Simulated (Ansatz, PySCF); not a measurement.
Molecule: CH₄BO (charge 0, doublet). It need not be the lowest isomer of its formula. 
Geometry from a B3LYP-D3(BJ)/def2-TZVP (Ansatz, a quantum-chemistry and plane-wave program) optimisation:
```
C
H 1 1.0889
H 1 1.0889 2 109.47
H 1 1.0910 2 110.13 3 121.23
O 1 1.4399 2 108.16 3 -117.64
B 5 1.3201 1 124.81 2 -120.76
H 6 1.2036 5 125.03 1 0.00
```
Charge 0, spin multiplicity 2.

Dipole moments at this geometry, in debye (magnitudes).

```csv
level,program,dipole (D)
HF/def2-TZVPD,PySCF,2.35
revPBE/def2-TZVPD,Ansatz,2.40
TPSS/def2-TZVPD,PySCF,2.44
r2SCAN/def2-TZVPD,PySCF,2.38
B97M-V/def2-TZVPD,Ansatz,2.34
B3LYP/def2-TZVPD,Ansatz,2.41
M06-2X/def2-TZVPD,PySCF,2.36
wB97M-V/def2-TZVPD,Ansatz,2.48
wB97X-V/def2-TZVPD,Ansatz,2.51
CCSD(T)/aug-cc-pVDZ,Ansatz,2.46
```
